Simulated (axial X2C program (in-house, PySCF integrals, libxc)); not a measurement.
# WH: nuclear properties from DFT to coupled cluster

Computed with an in-house all-electron X2C program for linear molecules (integrals from PySCF): two-component X2C with atomic mean-field Coulomb and Gaunt terms, Gaussian nuclei, basis W dyall-acv3z, H dyall-av3z with contracted cores.

R = 1.702 Å (near the PBE0 minimum at charge 0 of the determinant lowest at the starting distance; the state shown can have its own minimum elsewhere); state Ω = 5/2 (⟨Sz⟩ = 2.47, ⟨Lz⟩ = 0.03 at PBE0).

```csv
level,Eeff magnitude (GV/cm),Ws magnitude W (kHz),A∥/gI W (MHz),A∥/gI H (MHz),μ (D)
PBE0,24.9,9.56,1700,-1.48,-1.95
HF,30,11.7,1400,-2.9,-2.27
B3LYP,26.4,10.2,1700,0.72,-1.85
```

Eeff is the effective electric field on the electron electric dipole moment in this Ω state and Ws the scalar–pseudoscalar constant of the nucleus named (defined with the proton number Z and per Ω); A∥ (defined per Ω) follows by multiplying with gI = μI/(I μN); μ is positive if the H end (last atom) is positive. The operators were transformed with the bare-nucleus X2C matrices; with these basis sets, hyperfine constants and field gradients can be off by tens of per cent, and where levels differ in sign neither size nor sign is settled.

Finite-field MP2, CCSD and CCSD(T), with 15 electrons correlated in 130 natural virtual spinors (MP2 remainder added):

| level | Eeff magnitude (GV/cm) | Ws magnitude W (kHz) | A∥/gI W (MHz) | A∥/gI H (MHz) | μ (D) |
| --- | --- | --- | --- | --- | --- |
| MP2 | 25.2 | 9.62 | 1480 | -1.48 | -2.25 |
| CCSD | 27.6 | 10.6 | 1460 | -0.564 | -2.14 |
| CCSD(T) | 27 | 10.4 | 1430 | -0.216 | -2.10 |

T1 = 0.021 (Lee–Taylor). One unrestricted determinant, the lowest of a limited PBE0 search, is the reference; the functionals treat spin collinearly. With several open shells it need not be a pure state. Correlation of the inner shells is missing, which matters for properties at the nucleus. Number of frozen shells: W 4 s, 3 p, 2 d, 1 f; H none.

Problem. By how much does correlation change each value, CCSD(T) against HF?

Solution. Eeff magnitude -10 %; Ws magnitude W -11 %; A∥/gI W 2 %; A∥/gI H -93 %; μ -7 %.
